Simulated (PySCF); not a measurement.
Species: Si(vinyl)3(tBu), C₁₀H₁₈Si.
Cartesian coordinates in Å at the PBE0-D3(BJ)/def2-SVP level; atoms count from 1:
```xyz
29
C10H18Si angstrom
Si     0.2034    0.3557    0.1650
C      0.3018    0.2572    2.0366
C     -0.0291    1.2670    2.8506
H      0.6579   -0.6743    2.4982
H     -0.3847    2.2263    2.4568
H      0.0409    1.1874    3.9419
C      1.9406    0.4475   -0.5392
C      3.0304    0.6838    0.2011
H      2.0795    0.3069   -1.6202
H      2.9631    0.8396    1.2842
H      4.0352    0.7362   -0.2346
C     -0.7423    1.9033   -0.3183
C     -0.1738    2.9778   -0.8786
H     -1.8244    1.9391   -0.1302
H      0.9019    3.0129   -1.0872
H     -0.7491    3.8702   -1.1514
C     -0.6895   -1.1905   -0.5237
C     -0.7974   -1.0718   -2.0462
C     -2.0904   -1.2793    0.0875
C      0.1151   -2.4403   -0.1571
H     -1.3269   -1.9465   -2.4646
H     -1.3529   -0.1697   -2.3487
H      0.1926   -1.0301   -2.5278
H     -2.7105   -0.4076   -0.1762
H     -2.0555   -1.3429    1.1868
H     -2.6158   -2.1777   -0.2831
H      0.1946   -2.5733    0.9337
H      1.1385   -2.4037   -0.5633
H     -0.3726   -3.3454   -0.5616
```

Computed with TDDFT B3LYP/def2-SVPD, vertical, gas phase, core orbitals frozen in the response (PySCF 2.14.0, density-fitted response routines).

Ground-to-excited transition dipoles (e·a0, same axes as the geometry; the sign carries no meaning), for the states with f of 0.002 or more among the lowest 8:

| state | E (hartree) | μx | μy | μz |
| --- | --- | --- | --- | --- |
| S1 | 0.2114 | -0.337 | 0.100 | 0.003 |
| S2 | 0.2118 | 0.000 | -0.046 | 0.352 |
| S3 | 0.2123 | -0.275 | -0.590 | -0.209 |
| S4 | 0.2260 | 0.007 | 0.077 | -0.119 |
| S5 | 0.2265 | 0.029 | 0.056 | -0.193 |
| S6 | 0.2268 | 0.198 | -0.117 | -0.005 |
| S7 | 0.2382 | 0.192 | -0.360 | 0.507 |
| S8 | 0.2383 | -0.565 | 0.115 | 0.291 |

**Question.** Work out the oscillator strengths.

**Answer.** f = (2/3) ΔE |μ|² with ΔE in hartree (27.2114 eV).

```json
{"state": "S1", "|μ|² (au)": "0.123", "|μ| (D)": "0.89", "f": "0.017"}
{"state": "S2", "|μ|² (au)": "0.126", "|μ| (D)": "0.90", "f": "0.018"}
{"state": "S3", "|μ|² (au)": "0.468", "|μ| (D)": "1.74", "f": "0.066"}
{"state": "S4", "|μ|² (au)": "0.020", "|μ| (D)": "0.36", "f": "0.003"}
{"state": "S5", "|μ|² (au)": "0.041", "|μ| (D)": "0.52", "f": "0.006"}
{"state": "S6", "|μ|² (au)": "0.053", "|μ| (D)": "0.58", "f": "0.008"}
{"state": "S7", "|μ|² (au)": "0.424", "|μ| (D)": "1.65", "f": "0.067"}
{"state": "S8", "|μ|² (au)": "0.416", "|μ| (D)": "1.64", "f": "0.066"}
```

**Question.** Which bond between heavy atoms lies closest to the direction of the S3 transition dipole?

**Answer.** Si1–C17, at 6° from it; next C2–C3 and C12–C13 at 42°.

**Question.** What angle do the transition dipoles of S1 and S2 make?

**Answer.** |cos θ| = |μa·μb| / (|μa| |μb|) = 0.03, so θ ≈ 88° (taken between 0 and 90°, since the signs are arbitrary).

**Question.** What peak molar absorption coefficient would the strongest computed level give as a lone Gaussian band 0.3 eV wide at half height?

**Answer.** ε(max) = 2.175×10⁸ f / FWHM, with the width in cm⁻¹. S7/S8 (f summed): 2.175×10⁸ × 0.1334 / 2420 ≈ 12000 L mol⁻¹ cm⁻¹.

S7/S8 coincide within about 0.01 eV; within a degenerate level the directions of the single components are arbitrary.

One conformer stands for the species.
